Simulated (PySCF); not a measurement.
Job file and geometry (Å, from PBE0-D3(BJ)/def2-SVP) of an NMR shielding run on SMILES O=[C](O)[GeH2][GeH2][GeH3], CH8Ge3O2, GIAO PBE0/pcSseg-1 NMR shielding, non-relativistic, gas phase in PySCF 2.14.0, density-fitted response routines; density fitting, a coarse starting grid and PySCF grid level 2 are the driver's defaults:

```
{"job": {"kind": "nmr", "xc": "PBE0", "basis": "pcSseg-1"}, "charge": 0, "multiplicity": 1}
O      3.190286     0.753012     0.618995
C      2.100889     0.531980     0.170921
O      1.258335     1.509399    -0.211137
Ge     1.261738    -1.260627    -0.102553
Ge    -0.991140    -1.137480     0.780269
Ge    -2.117055     0.813946    -0.113047
H      1.707514     2.358847    -0.053298
H      1.226010    -1.511327    -1.621314
H      2.167334    -2.295673     0.579345
H     -0.926916    -1.049749     2.318037
H     -1.766268    -2.417771     0.407929
H     -1.864076     0.937060    -1.624931
H     -1.612754     2.083461     0.592200
H     -3.634540     0.684592     0.126703
```

**Question.** Write the output of this run.

**Answer.** 
```
coarse grid: 57568 points
cycle   1  E = -6422.4889710804  dE = -1.422e+00  |g| = 1.654e+00  |ddm| = 3.682e+00
cycle   2  E = -6422.0372545482  dE =  4.517e-01  |g| = 2.177e+00  |ddm| = 1.984e+00
cycle   3  E = -6422.6570715141  dE = -6.198e-01  |g| = 6.249e-01  |ddm| = 1.625e+00
cycle   4  E = -6422.7250900244  dE = -6.802e-02  |g| = 1.480e-01  |ddm| = 3.993e-01
cycle   5  E = -6422.7278764855  dE = -2.786e-03  |g| = 5.838e-02  |ddm| = 1.120e-01
cycle   6  E = -6422.7284494296  dE = -5.729e-04  |g| = 1.135e-02  |ddm| = 3.674e-02
cycle   7  E = -6422.7284670967  dE = -1.767e-05  |g| = 2.487e-03  |ddm| = 9.883e-03
cycle   8  E = -6422.7284686458  dE = -1.549e-06  |g| = 5.554e-04  |ddm| = 2.966e-03
final grid: 115720 points
cycle   9  E = -6422.7284579202  dE =  4.861e-08  |g| = 9.196e-04  |ddm| = 1.911e-03
cycle  10  E = -6422.7284574700  dE =  4.502e-07  |g| = 1.834e-03  |ddm| = 1.886e-03
cycle  11  E = -6422.7284580882  dE = -6.182e-07  |g| = 1.947e-04  |ddm| = 1.146e-03
cycle  12  E = -6422.7284580964  dE = -8.165e-09  |g| = 2.653e-05  |ddm| = 1.694e-04
cycle  13  E = -6422.7284580964  dE = -9.641e-11  |g| = 3.264e-06  |ddm| = 1.890e-05
converged SCF energy = -6422.7284580964

GIAO shielding tensors (ppm)
atom      isotropic    diamagn.    paramagn.     s11        s22        s33       span
  0 O     -183.058     400.388    -583.446   -503.256   -250.819    204.899    708.154
  1 C        2.698     251.424    -248.726   -103.811     39.531     72.375    176.186
  2 O       90.581     393.872    -303.291    -84.211    118.441    237.512    321.723
  3 Ge    1574.654    2754.586   -1179.932   1470.007   1612.743   1641.211    171.204
  4 Ge    1666.376    2755.942   -1089.566   1656.783   1663.783   1678.562     21.778
  5 Ge    1643.350    2756.015   -1112.665   1631.622   1637.789   1660.640     29.019
  6 H       25.230      30.824      -5.594     18.982     23.025     33.683     14.700
  7 H       26.835      27.745      -0.910     21.120     21.980     37.406     16.286
  8 H       26.972      27.681      -0.709     20.075     21.693     39.149     19.074
  9 H       27.570      28.673      -1.103     21.054     22.115     39.540     18.486
 10 H       27.610      28.576      -0.966     20.662     22.171     39.997     19.335
 11 H       27.482      28.441      -0.958     20.796     23.272     38.379     17.583
 12 H       27.484      28.724      -1.240     20.595     23.378     38.481     17.886
 13 H       27.425      27.873      -0.448     20.485     22.010     39.779     19.294
```

Relativistic effects, spin–orbit coupling among them, are left out; they matter for Ge and for the light atoms bonded to it.

Size and cost of the density-fitted run: 214 basis functions, 3 min wall time (110 s CPU) on 1 thread of an x86-64 server CPU, shared host.
